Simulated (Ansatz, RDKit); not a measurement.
Molecule: Si2H5Cl (charge 0, singlet). SMILES: [SiH3][SiH2]Cl

Atoms: Si1, Si2, Cl3, H4, H5, H6, H7, H8. Bonds: Si1-Si2, Si1-H4, Si1-H5, Si1-H6, Si2-Cl3, Si2-H7, Si2-H8.

Bond lengths (Å) and angles (degrees) optimised at UFF with RDKit; HF/STO-3G with Ansatz (a program for electronic structure); HF/3-21G with Ansatz; MP2/6-31G* with Ansatz, each started from the B3LYP-D3(BJ)/def2-TZVP structure (Ansatz) of the last column. A row stands for all coordinates that are equal there; 8 of 12 kinds are shown. 6-31G* holds six Cartesian d functions. No wavenumbers were computed at UFF, HF/STO-3G, MP2/6-31G*, so these may be saddle points.

| coordinate | UFF | HF/STO-3G | HF/3-21G | MP2/6-31G* | B3LYP-D3(BJ)/def2-TZVP |
|---|---|---|---|---|---|
| Si1-Si2 | 2.233 | 2.252 | 2.372 | 2.337 | 2.342 |
| Si1-H4 | 1.470 | 1.422 | 1.482 | 1.485 | 1.481 |
| Si1-H5 | 1.470 | 1.423 | 1.487 | 1.487 | 1.484 |
| Si2-Cl3 | 2.094 | 2.101 | 2.209 | 2.073 | 2.078 |
| Si2-H7 | 1.470 | 1.425 | 1.478 | 1.484 | 1.480 |
| Si1-Si2-Cl3 | 109.4 | 110.4 | 106.8 | 109.2 | 108.6 |
| Si2-Si1-H4 | 109.4 | 108.7 to 110.4 | 108.1 to 108.9 | 109.4 to 109.7 | 109.6 |
| Si1-Si2-H7 | 109.4 | 113.1 | 113.4 | 111.8 | 111.9 |

A range marks coordinates that this level makes unequal.

Mean signed difference of all 7 bond lengths from B3LYP-D3(BJ)/def2-TZVP: UFF -0.021 Å, HF/STO-3G -0.051 Å, HF/3-21G 0.023 Å, MP2/6-31G* 0.001 Å.
